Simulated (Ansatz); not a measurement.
Ansatz (a first-principles code) input (B3LYP-D3(BJ)/def2-TZVP):

Ansatz 0.2 input:
```yaml
crystal:
  periodic: [false, false, false]
  atoms:
    - {symbol: Cs, position_ang: [-1.24208815, -0.84867855, -1.09227471]}
    - {symbol: I, position_ang: [1.21920425, 0.92155648, 1.07470927]}
basis:
  gaussian:
    orbitals: def2-TZVP
hamiltonian:
  xc: b3lyp
  dispersion: d3bj
total_charge: 1
magnetization: {spin_polarized: true, initial_magnetization: 1}
relax: {f_tol: 0.002, max_steps: 150}
```

End of the output:

```
mean field -8647.41687221 eV, -317.7867086240 hartree, gradient 9.6e-6 eV, S^2 0.752353; 0 other end points of the search recorded, 0 dependent functions left out
the calculation of the forces begins
reference -8647.41709754 eV, -317.7867169046 hartree; 17, 16 occupied and 62, 63 virtual orbitals, 802 factors
relax step   6: F+E_penalty+E_count = -8647.48083146 eV  Δ(F+E_penalty+E_count) = -1.719e-6 eV  max|allowed force component| = 9.943e-5 eV/Å  Δτ_max = 0.0021 Å  (27 SCF iters, accepted)
integrals: 0.03 GiB planned
802 factors; integrals over basis functions are off by at most 1.3e-4 eV
mean field: 0.36 GiB planned
mean field evaluation 96: about -8647.4169 eV, gradient 3.7e-6 eV
mean field -8647.41687221 eV, -317.7867086240 hartree, gradient 9.6e-6 eV, S^2 0.752353; 3 other end points of the search recorded, 0 dependent functions left out
the calculation of the forces begins
reference -8647.41709754 eV, -317.7867169046 hartree; 17, 16 occupied and 62, 63 virtual orbitals, 802 factors
Total energy: -8647.48105679 eV, -317.7890673639 hartree
Atom 0 at    -1.360525    -0.933862    -1.196550 Å, force    -0.000099    -0.000072    -0.000088 eV/Å
Atom 1 at     1.337642     1.006740     1.178984 Å, force     0.000099     0.000072     0.000088 eV/Å
Dipole moment:    -1.108271    -0.797101    -0.975749 e Å
```
